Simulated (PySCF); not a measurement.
sulfuric acid (H2O4S), SMILES OS(=O)(O)=O.

Geometry: B3LYP-D3(BJ)/def2-SVP. The values are those of a single conformer.

All values below come from PySCF with B3LYP/def2-TZVP.

Symmetry labels are those of the subgroup C2 that the program uses (full group C2).

Task: List the valence orbital energies around the gap with their symmetry. (An estimate is asked for; the answer gives what the named calculation found.)

Result: 
```tsv
orbital	symmetry	energy (eV)
HOMO−7	A	-13.53
HOMO−6	B	-12.53
HOMO−5	A	-11.70
HOMO−4	B	-10.92
HOMO−3	A	-10.77
HOMO−2	A	-9.78
HOMO−1	B	-9.72
HOMO	B	-9.43
LUMO	A	-0.53
LUMO+1	B	0.49
LUMO+2	A	1.52
LUMO+3	B	1.63
```
